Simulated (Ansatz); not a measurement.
Relaxation of NiBr2(PH3)2 (NiP2H6Br2) with RKS PBE-D4/def2-SVP.

```sh
$ ansatz run in.yaml --threads 4 --pin off --events-out ev --progress --plain --max-ram 8704MiB
```

```yaml
crystal:
  periodic: [false, false, false]
  atoms:
    - {symbol: Ni, position_ang: [-0.121480, 0.007940, 0.038320]}
    - {symbol: Br, position_ang: [-0.318770, -0.097530, 2.292210]}
    - {symbol: Br, position_ang: [0.328010, 0.115210, -2.189250]}
    - {symbol: P, position_ang: [0.099420, 2.132750, 0.031200]}
    - {symbol: H, position_ang: [-0.571130, 2.890000, -0.910590]}
    - {symbol: H, position_ang: [1.368680, 2.587670, -0.274970]}
    - {symbol: H, position_ang: [-0.122230, 2.941610, 1.136650]}
    - {symbol: P, position_ang: [-0.216120, -2.129260, -0.029950]}
    - {symbol: H, position_ang: [-0.944910, -2.883280, 0.871100]}
    - {symbol: H, position_ang: [1.008520, -2.726110, 0.217730]}
    - {symbol: H, position_ang: [-0.509980, -2.839000, -1.182460]}
basis:
  gaussian: {orbitals: def2-SVP}
hamiltonian: {xc: pbe, dispersion: d4}
scf: {lower_state_search: "off"}
output: {orbitals: {seedname: orbitals}}
relax: {f_tol: 0.02, max_steps: 100}
```

Run time 6.5 s (4 threads of Intel Xeon Platinum 8488C on a shared host).

Positions (Å) and forces (eV/Å) at steps 1, 2, 4 of 4:

```xyz
11
step=1 energy=-199750.5283 eV
Ni   -0.121    0.008    0.038   -0.138    0.007    0.002
Br   -0.319   -0.098    2.292   -0.073    0.029    0.490
Br    0.328    0.115   -2.189    0.059   -0.078   -0.541
P     0.099    2.133    0.031   -0.132   -0.885    0.147
H    -0.571    2.890   -0.911   -0.628    0.505   -0.779
H     1.369    2.588   -0.275    1.066    0.289   -0.228
H    -0.122    2.942    1.137   -0.229    0.449    0.932
P    -0.216   -2.129   -0.030    0.007    0.939   -0.017
H    -0.945   -2.883    0.871   -0.666   -0.445    0.776
H     1.009   -2.726    0.218    1.012   -0.415    0.204
H    -0.510   -2.839   -1.182   -0.276   -0.394   -0.984
11
step=2 energy=-199750.7150 eV
Ni   -0.121    0.010    0.024    0.090   -0.037   -0.018
Br   -0.341   -0.061    2.310   -0.035   -0.003    0.095
Br    0.304    0.057   -2.248   -0.008    0.022   -0.084
P     0.118    2.150    0.030   -0.137   -0.370    0.083
H    -0.605    2.902   -0.923   -0.168    0.219   -0.244
H     1.417    2.621   -0.268    0.333    0.135   -0.078
H    -0.144    2.909    1.199   -0.043    0.132    0.222
P    -0.184   -2.145   -0.029   -0.101    0.384    0.011
H    -0.979   -2.852    0.903   -0.167   -0.171    0.212
H     1.058   -2.772    0.230    0.301   -0.162    0.063
H    -0.522   -2.820   -1.227   -0.066   -0.150   -0.261
11
step=4 energy=-199750.7337 eV
Ni   -0.101    0.007    0.018    0.012   -0.004   -0.004
Br   -0.354   -0.053    2.310   -0.003   -0.012   -0.003
Br    0.290    0.060   -2.266   -0.004    0.011    0.009
P     0.119    2.158    0.028    0.003    0.012   -0.011
H    -0.610    2.930   -0.930    0.004   -0.003    0.005
H     1.430    2.651   -0.267   -0.007   -0.001   -0.001
H    -0.147    2.911    1.216    0.000   -0.011   -0.009
P    -0.182   -2.155   -0.027   -0.001   -0.009    0.008
H    -0.988   -2.864    0.917    0.001    0.001   -0.003
H     1.067   -2.804    0.237   -0.006    0.004    0.001
H    -0.524   -2.840   -1.236    0.001    0.010    0.008
```
